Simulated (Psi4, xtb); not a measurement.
Conformational energy of C3H8OSi2, SMILES C(C[SiH2]O[SiH3])#C. Scanned: dihedral C2–C3–Si4–O5; all other coordinates were relaxed at GFN2-xTB. Points at φ and −φ are mirror images. Heavy atoms are numbered in the order of the SMILES C#CC[SiH2]O[SiH3], hydrogens after them in the order of the atoms that carry them; the mirror image has the same energies with the sign of each dihedral reversed.

Methods: PBE/def2-TZVP // GFN2-xTB (Psi4); GFN1-xTB // GFN2-xTB (xtb); PBE-D3(BJ)/def2-TZVP // GFN2-xTB (Psi4).

Energies relative to the lowest point of each profile, in kJ/mol:

```json
[
 {"φ / °": "-150", "PBE/def2-TZVP": "3.7", "GFN1-xTB": "3.2"},
 {"φ / °": "-120", "PBE/def2-TZVP": "8.9", "GFN1-xTB": "4.4"},
 {"φ / °": "-90", "PBE/def2-TZVP": "4.7", "GFN1-xTB": "5.7"},
 {"φ / °": "-60", "PBE/def2-TZVP": "0.8", "GFN1-xTB": "3.1"},
 {"φ / °": "-30", "PBE/def2-TZVP": "2.8", "GFN1-xTB": "3.1"},
 {"φ / °": "0", "PBE/def2-TZVP": "6.9", "GFN1-xTB": "4.0"},
 {"φ / °": "30", "PBE/def2-TZVP": "2.8", "GFN1-xTB": "3.1"},
 {"φ / °": "60", "PBE/def2-TZVP": "0.8", "GFN1-xTB": "3.1"},
 {"φ / °": "90", "PBE/def2-TZVP": "4.7", "GFN1-xTB": "5.7"},
 {"φ / °": "120", "PBE/def2-TZVP": "8.9", "GFN1-xTB": "4.4"},
 {"φ / °": "150", "PBE/def2-TZVP": "3.7", "GFN1-xTB": "3.2"},
 {"φ / °": "180", "PBE/def2-TZVP": "0.0", "GFN1-xTB": "0.0"}
]
```

Task: Predict the corresponding PBE-D3(BJ)/def2-TZVP column.

Result: -150: 5.3; -120: 10.1; -90: 5.2; -60: 0.0; -30: 0.8; 0: 4.8; 30: 0.8; 60: 0.0; 90: 5.2; 120: 10.1; 150: 5.3; 180: 1.6 (kJ/mol).
